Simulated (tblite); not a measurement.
A geometry optimisation, step by step.

Species: C₇H₄F₂N (doublet state).
Atom-mapped SMILES: `[CH2:1]=[C:2]1[C:3]([F:4])[C@@H:5]([F:6])[CH:7]=[C:8]1[C:9]#[N:10]` (hydrogens: H11, H12 on C1; H13 on C5; H14 on C7)
Bond orders are those of one Lewis drawing.

Computed with GFN2-xTB (tblite), gas phase: L-BFGS steps from a force-field or distance-geometry start until the largest atomic force falls under 0.01 eV/Å. 12 of its 69 geometries are shown.

Step 0: E = -795.1512 eV, largest atomic force 1.754 eV/Å
```
atom  x, y, z in Å  |  force x, y, z in eV/Å
C1      0.327    2.059   -0.290   -0.532   0.485   0.130
C2     -0.036    0.834    0.032    0.571   0.787   0.617
C3     -1.357    0.344    0.547    1.569  -0.523   0.431
F4     -1.246    0.139    1.913   -0.710   0.287  -0.684
C5     -1.433   -0.976   -0.192   -0.733  -0.070   0.478
F6     -1.787   -0.722   -1.500   -0.416  -0.410   0.241
C7     -0.018   -1.420   -0.139    0.820  -1.549  -0.063
C8      0.804   -0.387    0.008    1.397   0.551  -0.222
C9      2.248   -0.411    0.105    0.064   0.187  -0.029
N10     3.402   -0.401    0.190   -1.593  -0.037  -0.114
H11    -0.450    2.821   -0.190    0.680  -0.023  -0.263
H12     1.323    2.289   -0.643   -0.286   0.114   0.063
H13    -2.054   -1.702    0.334   -0.651  -0.113  -0.571
H14     0.278   -2.466   -0.199   -0.181   0.313  -0.015
```

Step 6: E = -795.5404 eV, largest atomic force 0.569 eV/Å
```
atom  x, y, z in Å  |  force x, y, z in eV/Å
C1      0.326    2.091   -0.273    0.185   0.334  -0.001
C2      0.043    0.860    0.102   -0.479  -0.306   0.021
C3     -1.249    0.304    0.566   -0.191  -0.041   0.173
F4     -1.356    0.182    1.910   -0.342   0.225  -0.076
C5     -1.413   -1.017   -0.158   -0.271   0.174   0.099
F6     -1.841   -0.780   -1.452    0.018  -0.045  -0.046
C7      0.022   -1.461   -0.148    0.176  -0.042  -0.077
C8      0.830   -0.387   -0.038    0.157  -0.168  -0.020
C9      2.224   -0.392    0.080    0.274  -0.130  -0.171
N10     3.365   -0.402    0.192    0.025   0.059   0.022
H11    -0.412    2.879   -0.216    0.221  -0.130   0.061
H12     1.307    2.328   -0.649   -0.030   0.123  -0.027
H13    -2.141   -1.710    0.271    0.086  -0.009   0.144
H14     0.295   -2.496   -0.210    0.173  -0.044  -0.102
```

Step 12: E = -795.6711 eV, largest atomic force 0.772 eV/Å
```
atom  x, y, z in Å  |  force x, y, z in eV/Å
C1      0.365    2.067   -0.220   -0.098   0.360  -0.086
C2      0.029    0.829    0.112    0.169  -0.101   0.376
C3     -1.256    0.288    0.578   -0.004   0.008   0.145
F4     -1.642    0.357    1.878    0.072   0.244  -0.729
C5     -1.416   -1.040   -0.110    0.265  -0.319   0.088
F6     -1.857   -0.823   -1.417   -0.033  -0.110   0.228
C7      0.049   -1.481   -0.175   -0.107  -0.190  -0.011
C8      0.852   -0.404   -0.084    0.000  -0.244  -0.123
C9      2.265   -0.424   -0.016   -0.554   0.291   0.136
N10     3.391   -0.375    0.184    0.170  -0.079  -0.155
H11    -0.323    2.885   -0.163   -0.358   0.069   0.249
H12     1.302    2.364   -0.646    0.368  -0.346   0.028
H13    -2.136   -1.737    0.349    0.316   0.153  -0.086
H14     0.376   -2.507   -0.293   -0.206   0.264  -0.059
```

Step 19: E = -796.1239 eV, largest atomic force 0.405 eV/Å
```
atom  x, y, z in Å  |  force x, y, z in eV/Å
C1      0.408    2.060   -0.109    0.013  -0.206   0.348
C2      0.042    0.792    0.209    0.078   0.032  -0.315
C3     -1.194    0.256    0.617    0.222  -0.105  -0.185
F4     -2.117    0.808    1.399   -0.080   0.140  -0.199
C5     -1.341   -1.104    0.016    0.019  -0.239  -0.040
F6     -1.900   -0.952   -1.264   -0.323  -0.121   0.038
C7      0.092   -1.516   -0.214    0.001   0.134  -0.041
C8      0.848   -0.412   -0.156    0.121   0.062   0.269
C9      2.249   -0.374   -0.124    0.063   0.023  -0.007
N10     3.380   -0.350    0.059    0.149   0.033  -0.160
H11    -0.280    2.866    0.079    0.214   0.095  -0.080
H12     1.371    2.227   -0.570   -0.193   0.193   0.185
H13    -1.983   -1.803    0.548   -0.077  -0.136   0.065
H14     0.425   -2.498   -0.511   -0.205   0.095   0.120
```

Step 25: E = -796.3081 eV, largest atomic force 1.019 eV/Å
```
atom  x, y, z in Å  |  force x, y, z in eV/Å
C1      0.446    2.049    0.066    0.075  -0.070  -0.196
C2      0.052    0.755    0.231    0.044   0.400   0.117
C3     -1.204    0.239    0.569   -0.642   0.791   0.035
F4     -2.266    1.040    0.855    0.619  -0.730  -0.118
C5     -1.342   -1.164    0.070   -0.154   0.272  -0.134
F6     -2.081   -1.111   -1.118   -0.044  -0.254   0.017
C7      0.091   -1.496   -0.234    0.025  -0.069  -0.001
C8      0.885   -0.422   -0.110   -0.177   0.188   0.103
C9      2.290   -0.341   -0.158    0.228  -0.284  -0.112
N10     3.438   -0.313   -0.130   -0.374   0.093  -0.062
H11    -0.198    2.894    0.226   -0.081  -0.135   0.125
H12     1.389    2.233   -0.414    0.176   0.118   0.210
H13    -1.863   -1.900    0.697    0.081   0.147   0.045
H14     0.363   -2.465   -0.573    0.225  -0.467  -0.027
```

Step 31: E = -796.4411 eV, largest atomic force 0.386 eV/Å
```
atom  x, y, z in Å  |  force x, y, z in eV/Å
C1      0.492    2.074    0.102   -0.027  -0.115   0.192
C2      0.067    0.784    0.222   -0.049  -0.134  -0.091
C3     -1.229    0.297    0.439    0.003  -0.178  -0.223
F4     -2.313    1.041    0.653    0.034   0.036   0.086
C5     -1.350   -1.149    0.044   -0.094   0.023   0.031
F6     -2.191   -1.273   -1.061    0.193  -0.094   0.100
C7      0.081   -1.503   -0.252   -0.082  -0.045   0.064
C8      0.870   -0.435   -0.063   -0.080   0.029  -0.376
C9      2.269   -0.397   -0.188    0.053   0.233   0.051
N10     3.406   -0.276   -0.257    0.075  -0.104  -0.040
H11    -0.195    2.872    0.322    0.069   0.071  -0.091
H12     1.486    2.306   -0.239   -0.049  -0.004   0.181
H13    -1.770   -1.841    0.792   -0.074   0.214   0.063
H14     0.375   -2.499   -0.536    0.029   0.068   0.053
```

Step 37: E = -796.5412 eV, largest atomic force 0.383 eV/Å
```
atom  x, y, z in Å  |  force x, y, z in eV/Å
C1      0.521    2.064    0.208   -0.106   0.176  -0.060
C2      0.051    0.788    0.137   -0.080  -0.099  -0.076
C3     -1.261    0.328    0.250   -0.074  -0.079  -0.062
F4     -2.343    1.065    0.506    0.118  -0.004   0.019
C5     -1.357   -1.153    0.035    0.004  -0.016   0.011
F6     -2.218   -1.488   -0.993    0.048  -0.067   0.067
C7      0.076   -1.520   -0.250    0.031   0.091   0.044
C8      0.848   -0.425   -0.152    0.116  -0.065   0.167
C9      2.250   -0.364   -0.246    0.167  -0.047  -0.341
N10     3.387   -0.289   -0.376   -0.105  -0.010   0.128
H11    -0.167    2.866    0.384   -0.105   0.145   0.069
H12     1.543    2.329    0.025    0.145  -0.155   0.069
H13    -1.733   -1.678    0.930   -0.049  -0.021  -0.083
H14     0.400   -2.523   -0.483   -0.110   0.150   0.048
```

Step 43: E = -796.5692 eV, largest atomic force 0.084 eV/Å
```
atom  x, y, z in Å  |  force x, y, z in eV/Å
C1      0.511    2.072    0.225   -0.017   0.006  -0.012
C2      0.043    0.797    0.099   -0.023  -0.011   0.003
C3     -1.272    0.333    0.177   -0.045   0.058   0.040
F4     -2.337    1.078    0.469   -0.003   0.001  -0.007
C5     -1.357   -1.154    0.038    0.043   0.030   0.002
F6     -2.207   -1.575   -0.965   -0.003  -0.019  -0.018
C7      0.077   -1.510   -0.233    0.035   0.009   0.007
C8      0.852   -0.415   -0.171    0.004   0.017  -0.022
C9      2.251   -0.362   -0.314    0.011  -0.019   0.024
N10     3.392   -0.295   -0.398   -0.014  -0.001  -0.031
H11    -0.169    2.884    0.411    0.017  -0.006  -0.008
H12     1.559    2.291    0.137    0.007  -0.017   0.019
H13    -1.734   -1.630    0.959   -0.008  -0.029  -0.011
H14     0.390   -2.513   -0.457   -0.002  -0.021   0.015
```

Step 49: E = -796.5702 eV, largest atomic force 0.042 eV/Å
```
atom  x, y, z in Å  |  force x, y, z in eV/Å
C1      0.510    2.072    0.226    0.001   0.003   0.007
C2      0.039    0.798    0.097    0.001  -0.001   0.008
C3     -1.276    0.335    0.179    0.024   0.001  -0.011
F4     -2.341    1.083    0.460   -0.031   0.001   0.008
C5     -1.356   -1.152    0.039    0.007  -0.001   0.004
F6     -2.203   -1.580   -0.964   -0.003   0.007  -0.024
C7      0.080   -1.508   -0.231   -0.004  -0.002   0.008
C8      0.852   -0.411   -0.172   -0.004  -0.005   0.021
C9      2.252   -0.361   -0.313   -0.037  -0.003  -0.019
N10     3.392   -0.298   -0.410    0.024   0.000  -0.010
H11    -0.166    2.887    0.412    0.017   0.000  -0.010
H12     1.561    2.283    0.148   -0.008   0.001   0.003
H13    -1.731   -1.635    0.957   -0.004  -0.003   0.004
H14     0.387   -2.513   -0.450    0.017   0.001   0.011
```

Step 56: E = -796.5710 eV, largest atomic force 0.020 eV/Å
```
atom  x, y, z in Å  |  force x, y, z in eV/Å
C1      0.511    2.074    0.225    0.003  -0.006   0.000
C2      0.035    0.801    0.102    0.009   0.018  -0.001
C3     -1.278    0.334    0.184   -0.001   0.001   0.003
F4     -2.347    1.075    0.474    0.009  -0.001  -0.008
C5     -1.356   -1.153    0.037   -0.017  -0.006   0.008
F6     -2.193   -1.571   -0.980    0.014   0.000  -0.003
C7      0.082   -1.507   -0.222   -0.013  -0.004  -0.001
C8      0.850   -0.409   -0.165   -0.002  -0.001   0.010
C9      2.249   -0.360   -0.317    0.016   0.006   0.001
N10     3.388   -0.302   -0.425   -0.005   0.003  -0.010
H11    -0.159    2.896    0.399   -0.004  -0.010   0.005
H12     1.563    2.279    0.151   -0.005  -0.003  -0.003
H13    -1.742   -1.644    0.947   -0.011   0.005   0.002
H14     0.395   -2.513   -0.433    0.006  -0.002  -0.003
```

Step 62: E = -796.5713 eV, largest atomic force 0.016 eV/Å
```
atom  x, y, z in Å  |  force x, y, z in eV/Å
C1      0.512    2.073    0.228   -0.001   0.001   0.000
C2      0.036    0.801    0.104   -0.005  -0.009   0.005
C3     -1.278    0.334    0.184    0.000  -0.008   0.000
F4     -2.348    1.076    0.464    0.002   0.006   0.000
C5     -1.357   -1.153    0.040    0.006  -0.004  -0.009
F6     -2.186   -1.572   -0.984    0.003   0.004  -0.001
C7      0.082   -1.508   -0.215    0.008  -0.002   0.008
C8      0.851   -0.409   -0.159    0.000   0.001  -0.005
C9      2.248   -0.358   -0.319    0.001  -0.005  -0.002
N10     3.386   -0.301   -0.441   -0.003   0.005  -0.002
H11    -0.159    2.895    0.401    0.000   0.002   0.004
H12     1.564    2.276    0.156   -0.001   0.008  -0.001
H13    -1.752   -1.643    0.946    0.003   0.007  -0.003
H14     0.400   -2.511   -0.428   -0.013  -0.006   0.006
```

Step 68: E = -796.5714 eV, largest atomic force 0.009 eV/Å
```
atom  x, y, z in Å  |  force x, y, z in eV/Å
C1      0.512    2.072    0.230    0.000   0.000   0.004
C2      0.037    0.800    0.106    0.003  -0.005  -0.006
C3     -1.278    0.334    0.183    0.002   0.006  -0.001
F4     -2.348    1.078    0.459   -0.003   0.001   0.002
C5     -1.357   -1.154    0.039    0.003   0.007   0.002
F6     -2.182   -1.572   -0.988   -0.001  -0.001   0.001
C7      0.082   -1.509   -0.211   -0.001   0.001  -0.003
C8      0.851   -0.410   -0.156    0.002  -0.005  -0.004
C9      2.249   -0.359   -0.321   -0.004   0.001   0.000
N10     3.385   -0.298   -0.449    0.005   0.002   0.000
H11    -0.159    2.894    0.405   -0.005  -0.001   0.002
H12     1.564    2.277    0.158    0.004   0.000  -0.002
H13    -1.755   -1.639    0.946   -0.005  -0.007   0.000
H14     0.397   -2.514   -0.423    0.001   0.000   0.005
```

Question: Summarise the path.

Answer: The energy falls by 1.4202 eV from step 0 to step 68; nine tenths of that is first reached at step 31. It falls at every step. The largest force goes from 1.754 to 0.009 eV/Å. Among the bonds C2–C3 changes most, from 1.501 to 1.396 Å; the atoms move by 0.765 Å rms after alignment.

Question: Follow the three bonds and two angles with the largest change from start to end.

Answer: 
```tsv
step	E above end (eV)	largest force (eV/Å)	C2–C3 (Å)	C3–F4 (Å)	C1=C2 (Å)	C2–C3–F4 (°)	C2–C3–C5 (°)
0	1.4202	1.754	1.501	1.385	1.318	108.4	99.2
3	1.1343	1.108	1.471	1.343	1.318	112.5	104.6
6	1.0310	0.569	1.481	1.354	1.317	114.4	105.8
9	0.9780	0.364	1.481	1.349	1.331	117.0	105.6
12	0.9004	0.772	1.470	1.358	1.325	122.2	105.8
15	0.6771	1.120	1.438	1.360	1.334	128.2	107.3
18	0.5042	0.551	1.412	1.342	1.356	128.5	108.7
21	0.3745	0.616	1.401	1.340	1.353	126.9	108.3
24	0.2724	0.425	1.402	1.328	1.354	123.7	109.4
27	0.2170	0.295	1.400	1.328	1.362	124.0	110.9
30	0.1479	0.326	1.401	1.334	1.362	125.7	111.3
33	0.0971	0.427	1.400	1.330	1.367	125.8	112.1
35	0.0569	0.712	1.395	1.331	1.367	126.4	112.5
38	0.0206	0.282	1.395	1.332	1.362	126.4	111.7
41	0.0040	0.080	1.395	1.331	1.366	125.2	112.3
44	0.0019	0.056	1.396	1.333	1.364	125.5	112.2
47	0.0015	0.023	1.396	1.332	1.364	125.5	112.0
50	0.0011	0.051	1.397	1.332	1.364	125.3	112.1
53	0.0005	0.029	1.396	1.332	1.364	125.6	112.1
56	0.0004	0.020	1.396	1.333	1.364	125.6	112.0
59	0.0002	0.017	1.397	1.332	1.364	125.5	112.1
62	0.0001	0.016	1.397	1.332	1.364	125.6	112.1
65	0.0000	0.017	1.396	1.332	1.364	125.6	112.1
68	0.0000	0.009	1.396	1.332	1.364	125.5	112.1
```

What follows is the cost of the whole relaxation. Time: 0.38 s wall. Hardware: Arm Neoverse V2, one thread, no GPU, shared host.
